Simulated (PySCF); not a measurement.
# Be⁺ (beryllium, charge +1) across methods

[He] 2p1, 2P determinant (an excited configuration). Calculation: PySCF 2.14, in aug-cc-pCVDZ; no relativity, point nucleus. The B2PLYP total includes its PT2 part (frozen core); its orbital energies are those of the SCF part.

| method | E (hartree) | mean ε 1s α (eV) | mean ε 1s β (eV) | mean ε 2p α (eV) | Σ⟨r²⟩ (bohr²) | ⟨S²⟩ |
| --- | --- | --- | --- | --- | --- | --- |
| B2PLYP | -14.1790 | -130.26 | -130.02 | -12.625 | 7.131 | 0.750 |
| PBE | -14.1690 | -118.06 | -117.78 | -10.917 | 7.100 | 0.750 |
| MN15 | -14.1968 | -123.41 | -123.08 | -11.642 | 7.212 | 0.750 |
| r2SCANh | -14.1920 | -122.42 | -122.20 | -11.330 | 7.083 | 0.750 |
| PBE0 | -14.1722 | -123.83 | -123.54 | -11.797 | 7.131 | 0.750 |
| LDA | -13.9831 | -116.71 | -116.43 | -10.686 | 7.157 | 0.750 |
| CAM-B3LYP | -14.1775 | -124.96 | -124.73 | -12.991 | 7.029 | 0.750 |
| r2SCAN | -14.1936 | -120.37 | -120.15 | -11.002 | 7.070 | 0.750 |

**Question.** Estimate the same row for UHF.

**Answer.** E (hartree) = -14.12906; mean ε 1s α (eV) = -140.34; mean ε 1s β (eV) = -140.07; mean ε 2p α (eV) = -14.107; Σ⟨r²⟩ (bohr²) = 7.359; ⟨S²⟩ = 0.750.
